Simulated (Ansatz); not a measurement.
Diatomic C$_{2}$-, multiplicity 2 (the spin of the measured ground state).

Seven points along R, fitted to fifth degree in 1/R; most abundant isotopes. Runs in def2 and cc sets follow the lowest solution found near the PBE0 minimum.

Cores are frozen in the correlated methods.

The values were computed with Ansatz (an electronic-structure program). Each number belongs to the level named beside it.

Energies at CCSD/aug-cc-pVTZ:

| R (Å) | E (hartree) |
|---|---|
| 1.169327 | -75.86416489 |
| 1.200761 | -75.87322142 |
| 1.229679 | -75.87807315 |
| 1.262370 | -75.88019825 |
| 1.295061 | -75.87936296 |
| 1.332781 | -75.87541915 |
| 1.376788 | -75.86765898 |

With a reduced mass of 6.0000 u, find the minimum, the force constant and the constants.

A fifth-degree polynomial in 1/R puts the minimum at r_e = 1.2685 Å with force constant 1160 N/m. Then ω_e = (1/2πc)√(k/μ) = 1812 cm⁻¹ and B_e = h/(8π²cμr_e²) = 1.746 cm⁻¹; the cubic and quartic terms give α_e = 0.016 and ω_e x_e = 11 cm⁻¹.
